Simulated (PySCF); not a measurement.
Species: C3H8Si.
SMILES: `[SiH3]C1CC1`

The closed-shell ground state was solved at several levels (PySCF, density fitting, gas phase, non-relativistic). Geometry: PBE0-D3(BJ)/def2-SVP; no solvent, vibrations or thermal averaging.

| level | basis functions | total energy (Eh) | HOMO (eV) | LUMO (eV) | gap (eV) | dipole (D) |
| --- | --- | --- | --- | --- | --- | --- |
| PBE0/pcSseg-2 | 263 | -408.3756 | -8.31 | 0.54 | 8.85 | 0.95 |
| B3LYP/def2-TZVP | 178 | -408.6670 | -8.07 | 0.63 | 8.70 | 0.95 |
| B3LYP/6-31G* | 76 | -408.5860 | -7.82 | 1.21 | 9.03 | 0.98 |
| PBE0/def2-SVP | 100 | -408.1423 | -8.32 | 1.33 | 9.65 | 0.93 |
| PBE0/def2-TZVP | 178 | -408.3677 | -8.30 | 0.86 | 9.16 | 0.96 |
| PBE0/STO-3G | 32 | -403.5744 | -6.64 | 7.45 | 14.09 | 0.16 |
| PBE0/cc-pVDZ | 100 | -408.3178 | -8.22 | 1.33 | 9.55 | 0.94 |
| BHandHLYP/pcSseg-2 | 263 | -408.5663 | -9.45 | 1.14 | 10.59 | 0.90 |
| LDA/pcSseg-2 | 263 | -406.3556 | -7.21 | -0.38 | 6.83 | 0.95 |
| PBE0/pcSseg-0 | 56 | -407.6894 | -8.62 | 1.35 | 9.97 | 0.75 |
| PBE/pcSseg-2 | 263 | -408.3263 | -7.07 | -0.21 | 6.86 | 0.98 |
| KT2/pcSseg-2 | 263 | -413.2744 | -7.09 | -0.24 | 6.85 | 0.95 |

Estimate the row for B3LYP/def2-SVPD, a basis of 148 functions; the other rows only guide the guess.

Total energy -408.4427 Eh, HOMO -8.12 eV, LUMO 0.39 eV, gap 8.51 eV, dipole 0.92 D.

Over all these levels, which gives the widest orbital gap and which the narrowest?

PBE0/STO-3G (global hybrid, 25 % exact exchange) has the widest, 14.09 eV, and LDA/pcSseg-2 (LDA) the narrowest, 6.83 eV. Functional and basis both differ between the two, so the spread mixes both effects.

How much does the basis alone move the frontier levels among the 6 PBE0 rows?

The HOMO by 1.98 eV and the LUMO by 6.91 eV. By rising basis size (HOMO, LUMO in eV): STO-3G -6.64, 7.45; pcSseg-0 -8.62, 1.35; def2-SVP -8.32, 1.33; cc-pVDZ -8.22, 1.33; def2-TZVP -8.30, 0.86; pcSseg-2 -8.31, 0.54.

In the pcSseg-2 basis, how does the gap go with the fixed share of exact exchange?

LDA (0 %) 6.83 eV; KT2 (0 %) 6.85 eV; PBE (0 %) 6.86 eV; PBE0 (25 %) 8.85 eV; BHandHLYP (50 %) 10.59 eV. Each rise in the share widens the gap here.

How far do the dipole and the HOMO energy spread over the levels?

The dipole runs from 0.16 to 0.98 D (mean 0.87 D) and the HOMO from -9.45 to -6.64 eV.
